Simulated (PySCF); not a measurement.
SMILES [SiH3]C[SiH2]B (CH9BSi2) (GFN2-xTB optimised geometry):

```
13

B      2.510     0.563    -1.502
Si     1.887    -0.518     0.000
C     -0.033    -0.518     0.000
Si    -0.830     1.200     0.000
H      2.410     0.191    -2.608
H      2.990     1.619    -1.350
H      2.290    -0.076     1.351
H      2.292    -1.941    -0.028
H     -0.375    -1.063    -0.881
H     -0.386    -1.084     0.861
H     -0.373     1.941    -1.183
H     -2.292     1.089    -0.051
H     -0.452     1.939     1.206
```

Computed with B3LYP/def2-TZVP run with PySCF.

Problem. What are the frontier orbital energies and the dipole moment?

Solution. HOMO-2 -8.77 eV, HOMO-1 -8.39 eV, HOMO -8.21 eV, LUMO -2.76 eV, LUMO+1 0.39 eV; dipole moment 0.53 D.

Meta-Löwdin charges at B3LYP/def2-TZVP: B1 -0.18, Si2 0.52, C3 -0.65, Si4 0.52, H5 0.03, H6 0.03, H7 -0.11, H8 -0.10, H9 0.13, H10 0.13, H11 -0.11, H12 -0.10, H13 -0.11.
